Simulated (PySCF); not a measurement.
BO, SMILES [B]=O, multiplicity 2. Atoms are numbered in the order given.

```xyz
2

B      0.0000     0.0000    -0.7399
O      0.0000     0.0000     0.4624
```
Charge 0, spin multiplicity 2.

Coordinates come from a B3LYP-D3(BJ)/def2-TZVPD optimisation.

Two levels are set side by side: PBE/pcH-1 (PySCF) and PBE0/pcH-1 (PySCF). Contact hyperfine couplings, same geometry. Differences are taken from unrounded values.

```csv
quantity,PBE0
"A(iso) of 11B, atom B1 (MHz)",1060.8
"A(iso) of 17O, atom O2 (MHz)",-10.7
```

Question: What does PBE give, and how far is it from PBE0? (Estimate from the structure and the level; the computed values follow.)

Answer: 
```csv
quantity,PBE,PBE minus PBE0
"A(iso) of 11B, atom B1 (MHz)",1015.2,-45.6
"A(iso) of 17O, atom O2 (MHz)",-7.5,3.2
```

Rough cost on one machine, each run with all the roots and properties that it gave: PBE0 against PBE within a factor of 2.
